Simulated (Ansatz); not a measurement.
All numbers were calculated with Ansatz.

Basis-set series for CF$_{3}$NSn, SMILES `N#[C][Sn]([F])([F])[F]`. Charge 0, multiplicity 1. Sn: def2 effective core potential. The structure was optimised at the PBE0-D4/def2-TZVP level.

```json
{"atom": "N1", "x (Å)": "0.030", "y (Å)": "1.250", "z (Å)": "2.368"}
{"atom": "C2", "x (Å)": "0.017", "y (Å)": "0.710", "z (Å)": "1.352"}
{"atom": "Sn3", "x (Å)": "-0.006", "y (Å)": "-0.252", "z (Å)": "-0.477"}
{"atom": "F4", "x (Å)": "1.735", "y (Å)": "-0.510", "z (Å)": "-1.135"}
{"atom": "F5", "x (Å)": "-0.955", "y (Å)": "0.742", "z (Å)": "-1.758"}
{"atom": "F6", "x (Å)": "-0.821", "y (Å)": "-1.940", "z (Å)": "-0.350"}
```

```json
{"functional": "PBE0-D4", "basis": "def2-TZVPP", "functions": "205", "energy (Eh)": "-606.53786", "HOMO (eV)": "-11.32", "LUMO (eV)": "-3.08"}
{"functional": "PBE0-D4", "basis": "def2-QZVPP", "functions": "367", "energy (Eh)": "-606.56369", "HOMO (eV)": "-11.32", "LUMO (eV)": "-3.10"}
{"functional": "ωB97M-V", "basis": "def2-TZVPP", "functions": "205", "energy (Eh)": "-606.79378", "HOMO (eV)": "-13.68", "LUMO (eV)": "-0.90"}
{"functional": "ωB97M-V", "basis": "def2-QZVPP", "functions": "367", "energy (Eh)": "-606.81785", "HOMO (eV)": "-13.68", "LUMO (eV)": "-0.99"}
```

Give the rows for def2-SVP. (Best estimate.)

The calculation gave: 
```
functional     basis  functions  energy (Eh)  HOMO (eV)  LUMO (eV)
   PBE0-D4  def2-SVP         96   -606.02441     -11.29      -2.87
   ωB97M-V  def2-SVP         96   -606.26984     -13.61      -0.63
```
